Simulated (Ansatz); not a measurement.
Ansatz (an electronic-structure program) input:

Ansatz 0.2 input:
```yaml
crystal:
  periodic: [false, false, false]
  atoms:
    - {symbol: Si, position_ang: [-0.23037238, 1.88490003, 0.60203266]}
    - {symbol: Si, position_ang: [-0.13743408, 0.17945573, -1.02412588]}
    - {symbol: Si, position_ang: [1.84463275, -0.73966793, -0.13632401]}
    - {symbol: Si, position_ang: [-1.52180848, -1.26595195, 0.22322074]}
    - {symbol: H, position_ang: [0.77264017, 2.97236709, 0.34970119]}
    - {symbol: H, position_ang: [-0.02222048, 1.54160688, 2.04847693]}
    - {symbol: H, position_ang: [-1.54424452, 2.61016283, 0.59715055]}
    - {symbol: H, position_ang: [3.05500643, 0.08551864, -0.46244155]}
    - {symbol: H, position_ang: [2.16620180, -2.08299113, -0.72315115]}
    - {symbol: H, position_ang: [1.95913040, -0.96450260, 1.34344559]}
    - {symbol: H, position_ang: [-1.25536830, -1.46703307, 1.68676248]}
    - {symbol: H, position_ang: [-1.53665741, -2.66186820, -0.32767608]}
    - {symbol: H, position_ang: [-2.96473748, -0.85556269, 0.18048288]}
basis:
  gaussian:
    orbitals: def2-TZVP
hamiltonian:
  xc: {name: HF}
total_charge: -1
relax: {f_tol: 0.003, max_steps: 100}
```

### Question
What final total energy does it print?

### Answer
-1161.01162 Eh (HF/def2-TZVP). The basis has 202 functions.

It need not be the lowest isomer of its formula.
